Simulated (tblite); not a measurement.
Species: C₃H₁₁NO₂Si (charge +1 and doublet state).
Structure used (GFN2-xTB), in Å, numbered top down from 1:
```xyz
18
C3H11NO2Si angstrom
C      1.929   -1.126    0.188
C      1.063   -0.167   -0.634
C      1.335    1.296   -0.367
O     -0.273   -0.513   -0.552
Si    -1.515   -0.239    0.440
N     -2.914   -0.173   -0.563
O     -1.288    1.046    1.367
H      2.982   -0.940    0.002
H      1.702   -2.161   -0.055
H      1.710   -0.962    1.243
H      1.326   -0.374   -1.694
H      2.394    1.513   -0.466
H      0.773    1.928   -1.051
H      1.011    1.547    0.644
H     -1.545   -1.464    1.261
H     -3.840   -0.120   -0.169
H     -2.929   -0.650   -1.453
H     -1.930    1.565    1.847
```

Computed values, GFN2-xTB/tblite, gas phase, harmonic and unscaled. Errors from tens to a few hundred cm⁻¹ against measured bands are possible. Modes of hydrogen on silicon can be 10 to 20 % off. One conformer, not necessarily the lowest. Open shells enter through the occupations alone, without spin polarisation, and single modes of such species can be off by tens of per cent.

Harmonic wavenumbers (cm⁻¹): 29.8, 59.2, 115.3, 176.4, 182.8, 214.9, 217.5, 242.9, 263.7, 293.7, 354.9, 415.3, 511.8, 551.6, 582.6, 621.5, 669.1, 703.8, 765.1, 845.4, 889.5, 916.2, 954.2, 981.8, 1016.2, 1050.8, 1096.0, 1130.7, 1193.8, 1206.7, 1358.9, 1385.0, 1399.0, 1419.3, 1436.8, 1451.0, 1457.4, 2078.1, 2714.8, 2994.3, 3010.6, 3034.2, 3055.6, 3066.1, 3072.6, 3455.8, 3493.7, 3633.3.

A = 3610, B = 1352, C = 1223 MHz; mass 121.056 u (most abundant isotopes); point group C1, symmetry number 1; spin multiplicity 2.

Q: What is the zero-point energy?

A: ½Σν̃ = 30885 cm⁻¹ = 88.30 kcal/mol.

Q: Entropy at 298.15 K, 1 bar (ideal gas, RRHO, classical rotation)?

A: Translation 40.31, rotation 28.38, vibration 33.17, spin (R ln 2) 1.38: S = 103.2 cal/(mol K).

Q: And Cp and H(298.15 K) − H(0)?

A: Cp = 41.00 cal/(mol K), of which vibrations give 33.05 (their classical limit is 48 R = 95.4); H(298.15 K) − H(0) = 7.52 kcal/mol without the zero-point energy, 5.15 from vibrations.

Q: Blend soft modes into free rotors: weight 1/[1 + (100 cm⁻¹/ν̃)⁴] for the oscillator and the rest for a rotor with moment μB/(μ + B), μ = h/(8π²ν), B = 10⁻⁴⁴ kg m². What vibrational entropy results?

A: 30.27 cal/(mol K) in place of 33.17, which changes −T·S at 298.15 K by +0.87 kcal/mol.

Q: How do the functions run with temperature in this model?

A: 
```csv
T (K),S (cal/(mol K)),Cp (cal/(mol K)),H − H(0) (kcal/mol),G − H(0) (kcal/mol),ln q(vib)
100,71.3,20.3,1.36,-5.77,2.15
200,88.9,31.3,3.96,-13.82,5.11
300,103.5,41.2,7.59,-23.46,8.06
500,128.5,57.1,17.52,-46.73,13.71
800,158.9,71.8,37.07,-90.02,21.42
1000,175.6,78.3,52.11,-123.51,26.05
```

q(vib) and H(0) count from the zero-point level.

Q: Which modes carry the vibrational entropy at 298.15 K?

A: 29.8 cm⁻¹: 5.84; 59.2 cm⁻¹: 4.48; 115.3 cm⁻¹: 3.18; 176.4 cm⁻¹: 2.37; 182.8 cm⁻¹: 2.30; 214.9 cm⁻¹: 2.00 cal/(mol K); the other 42 give 13.00 together.

Q: What must be added to the electronic energy to get the Gibbs energy at 298.15 K and 1 bar?

A: ZPE + [H(298.15 K) − H(0)] − T·S = 88.30 + 7.52 − 30.78 = 65.04 kcal/mol.

Hindered rotation and anharmonicity are outside this model. Other conformers, if any are populated, would add a mixing term that is left out. The structure is chiral; the term R ln 2 for an equal mix with its mirror image is left out.

On Arm Neoverse V1, one thread, no GPU, shared host with 32 logical CPUs at a one-minute load of 22, this took 0.66 s. This covers the Hessian and the dipole derivatives.
